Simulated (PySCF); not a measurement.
**A small calculation by hand: entropy of an ideal gas**

C₂H₅Cd, SMILES [Cd+][CH2]C, charge +1.

Geometry: PBE0-D3(BJ)/def2-TZVP. The multiplicity is an assumed one; other spin states were not compared. The isomer is the one that the SMILES or the coordinates give; other isomers of the formula were not compared. The def2 effective core potentials stand for the cores of Cd; spin–orbit coupling is left out.

PBE0-D3(BJ)/def2-TZVP (PySCF 2.14.0) gives the harmonic wavenumbers 201, 252, 374, 697, 909, 918, 1058, 1135, 1231, 1385, 1440, 1457, 1487, 2996, 3110, 3118, 3168, 3199 cm⁻¹ and the rotational temperatures 1.4333, 0.1397, 0.1318 K. The molar mass is 141.48 g/mol, the symmetry number 1, the spin multiplicity 1.

Q: Work out the entropy at 298.15 K and 1 atm in the rigid-rotor, harmonic-oscillator model.

A: 
Translation (Sackur–Tetrode at 1 atm): S = R[1.5 ln M + 2.5 ln T − 1.16487] = 170.5 J/(mol K).
Rotation: q = (√π/σ) T^1.5/√(θA θB θC) = 56200, S = R[ln q + 3/2] = 103.4 J/(mol K).
Vibration: with u = 1.4388 ν/T, each mode gives R[u/(e^u − 1) − ln(1 − e^−u)]:
| ν (cm⁻¹) | modes | u | S (J/(mol K)) |
|---|---|---|---|
| 201 | 1 | 0.97 | 8.89 |
| 252 | 1 | 1.22 | 7.18 |
| 374 | 1 | 1.80 | 4.45 |
| 697 | 1 | 3.36 | 1.30 |
| 909 | 1 | 4.39 | 0.56 |
| 918 | 1 | 4.43 | 0.54 |
| 1058 | 1 | 5.11 | 0.31 |
| 1135 | 1 | 5.48 | 0.23 |
| 1231 | 1 | 5.94 | 0.15 |
| 1385 | 1 | 6.68 | 0.08 |
| 1440 | 1 | 6.95 | 0.06 |
| 1457 | 1 | 7.03 | 0.06 |
| 1487 | 1 | 7.18 | 0.05 |
The stiffer modes add less than 0.005 each. Sum 23.9 J/(mol K).
Spin: R ln 1 = 0.0 J/(mol K).
Total 297.8 J/(mol K); the program's own thermochemistry gives 297.8. Translation makes up 57 % and vibration 8 %. Anharmonicity, hindered rotation and orbital degeneracy are left out.
